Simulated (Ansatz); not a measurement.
Mulliken charges of H5InOSi (`[SiH3][O][InH2]`) from r2SCAN/def2-TZVPP in Ansatz (PBE0-D4/def2-TZVP geometry).

```json
{"atom": "Si1", "x (Å)": "-0.753", "y (Å)": "1.124", "z (Å)": "-0.424", "charge (e)": "0.463"}
{"atom": "O2", "x (Å)": "0.586", "y (Å)": "0.345", "z (Å)": "0.055", "charge (e)": "-0.592"}
{"atom": "In3", "x (Å)": "1.132", "y (Å)": "-1.495", "z (Å)": "0.593", "charge (e)": "0.658"}
{"atom": "H4", "x (Å)": "-1.936", "y (Å)": "0.210", "z (Å)": "-0.485", "charge (e)": "-0.105"}
{"atom": "H5", "x (Å)": "-0.565", "y (Å)": "1.712", "z (Å)": "-1.780", "charge (e)": "-0.105"}
{"atom": "H6", "x (Å)": "-1.086", "y (Å)": "2.230", "z (Å)": "0.519", "charge (e)": "-0.105"}
{"atom": "H7", "x (Å)": "2.790", "y (Å)": "-1.528", "z (Å)": "0.974", "charge (e)": "-0.110"}
{"atom": "H8", "x (Å)": "-0.168", "y (Å)": "-2.599", "z (Å)": "0.548", "charge (e)": "-0.105"}
```

Problem. By hand: the dipole of these point charges (1 e Å = 4.8032 D).

Solution. Σ q r = (0.137, -0.663, 0.180) e Å, of length 0.701 e Å = 3.37 D.

Problem. How does the dipole of the full density compare? (Estimate.)

Solution. Ansatz gave: (0.192, -0.485, 0.153) e Å, 2.61 D; the point charges give 1.29 times that, at 10° from its direction.

Point charges leave out the atoms' own dipoles, such as those of lone pairs, and Mulliken's split depends on the basis, so the two needn't agree.
